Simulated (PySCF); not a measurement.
Homolysis of single bonds, series silaethenyl-X. Isolated molecules, 0 K electronic values unless said otherwise. One relaxed conformer stands for each flexible species; it need not be the lowest. Strings in code marks are SMILES.

The four lowest singlet excitations (Tamm–Dancoff). Method: PySCF with PBE-D3(BJ)/def2-TZVP // PBE0-D3(BJ)/def2-TZVP. Excitations are Tamm–Dancoff values on a coarser integration grid. The basis has no diffuse functions, so Rydberg states are missing or too high.

```
state  energy (eV)  wavelength (nm)  oscillator strength
-----  -----------  ---------------  -------------------
S1            4.54              273                0.015
S2            5.69              218                0.249
S3            5.85              212                0.047
S4            6.34              195                0.002
```

Q: Say which member gives these states.
A. `C=[SiH]C(C)C` (C–Si–C–C torsion 1°)
B. `C=[SiH]C=O` (C–Si–C–O torsion 0°)
C. `C=[SiH]O` (C–Si–O–H torsion 0°)
D. `C=[SiH][SiH3]`

A: C, `C=[SiH]O` (C–Si–O–H torsion 0°)
